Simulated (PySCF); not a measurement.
Molfile (atoms numbered from 1):
```
C2H14OSi4
     RDKit          3D

 21 20  0  0  0  0  0  0  0  0999 V2000
   -2.1874    1.4928    0.1242 C   0  0  0  0  0  0  0  0  0  0  0  0
   -1.1515    0.5902   -0.1306 O   0  0  0  0  0  0  0  0  0  0  0  0
   -1.3930   -0.7112    0.3422 C   0  0  0  0  0  0  0  0  0  0  0  0
    0.1869   -1.6873   -0.0984 Si  0  0  1  0  0  4  0  0  0  0  0  0
    0.5602   -1.3057   -2.3797 Si  0  0  0  0  0  4  0  0  0  0  0  0
    1.9379   -0.7021    1.1054 Si  0  0  0  0  0  4  0  0  0  0  0  0
    1.5610    1.6138    1.1505 Si  0  0  0  0  0  4  0  0  0  0  0  0
   -2.3756    1.6014    1.2098 H   0  0  0  0  0  0  0  0  0  0  0  0
   -3.1299    1.1761   -0.3621 H   0  0  0  0  0  0  0  0  0  0  0  0
   -1.8892    2.4695   -0.2814 H   0  0  0  0  0  0  0  0  0  0  0  0
   -2.2830   -1.1603   -0.1445 H   0  0  0  0  0  0  0  0  0  0  0  0
   -1.5872   -0.7166    1.4349 H   0  0  0  0  0  0  0  0  0  0  0  0
    0.0006   -3.1424    0.2043 H   0  0  0  0  0  0  0  0  0  0  0  0
   -0.7211   -1.4162   -3.1455 H   0  0  0  0  0  0  0  0  0  0  0  0
    1.5287   -2.3067   -2.9279 H   0  0  0  0  0  0  0  0  0  0  0  0
    1.1312    0.0600   -2.5831 H   0  0  0  0  0  0  0  0  0  0  0  0
    3.2523   -0.9952    0.4485 H   0  0  0  0  0  0  0  0  0  0  0  0
    1.9988   -1.2212    2.5106 H   0  0  0  0  0  0  0  0  0  0  0  0
    2.7309    2.2888    1.8001 H   0  0  0  0  0  0  0  0  0  0  0  0
    1.4078    2.1681   -0.2267 H   0  0  0  0  0  0  0  0  0  0  0  0
    0.3495    1.9236    1.9694 H   0  0  0  0  0  0  0  0  0  0  0  0
  1  2  1  0
  2  3  1  0
  3  4  1  0
  4  5  1  0
  4  6  1  0
  6  7  1  0
  1  8  1  0
  1  9  1  0
  1 10  1  0
  3 11  1  0
  3 12  1  0
  4 13  1  6
  5 14  1  0
  5 15  1  0
  5 16  1  0
  6 17  1  0
  6 18  1  0
  7 19  1  0
  7 20  1  0
  7 21  1  0
M  END
```

Geometry: PBE0-D3(BJ)/def2-SVP; GIAO absolute shieldings from PySCF, gas phase, non-relativistic, averaged over equivalent atoms.

At PBE0/pcSseg-1 (217 basis functions, 75 s wall time on 1 thread of an Arm Neoverse N1, shared host):
```json
{"atoms": "C1", "σ (ppm)": "121.9"}
{"atoms": "C3", "σ (ppm)": "124.5"}
{"atoms": "O2", "σ (ppm)": "323.5"}
{"atoms": "Si4", "σ (ppm)": "425.9"}
{"atoms": "Si7", "σ (ppm)": "455.3"}
{"atoms": "Si5", "σ (ppm)": "455.9"}
{"atoms": "Si6", "σ (ppm)": "466.6"}
{"atoms": "H13", "σ (ppm)": "27.29"}
{"atoms": "H18", "σ (ppm)": "27.68"}
{"atoms": "H14/H15/H16", "σ (ppm)": "27.70"}
{"atoms": "H19/H20/H21", "σ (ppm)": "27.71"}
{"atoms": "H17", "σ (ppm)": "27.95"}
{"atoms": "H11", "σ (ppm)": "28.04"}
{"atoms": "H8/H9/H10", "σ (ppm)": "28.04"}
{"atoms": "H12", "σ (ppm)": "28.18"}
```

Problem. Estimate the result of repeating the calculation with HF/pcSseg-1.

Solution. 
```tsv
atoms	σ at HF/pcSseg-1	change
C1	134.0	+12.1
C3	140.1	+15.6
O2	355.2	+31.7
Si4	459.0	+33.1
Si7	483.1	+27.8
Si5	483.8	+27.9
Si6	494.6	+28.0
H13	28.16	+0.87
H18	28.43	+0.75
H14/H15/H16	28.31	+0.61
H19/H20/H21	28.35	+0.64
H17	28.65	+0.70
H11	28.82	+0.78
H8/H9/H10	28.60	+0.56
H12	29.00	+0.82
```

The largest change is at Si4 (silicon bonded to C, 2 Si, H). Cost: 217 basis functions, 39 s wall time on 1 thread of an Arm Neoverse N1, shared host.
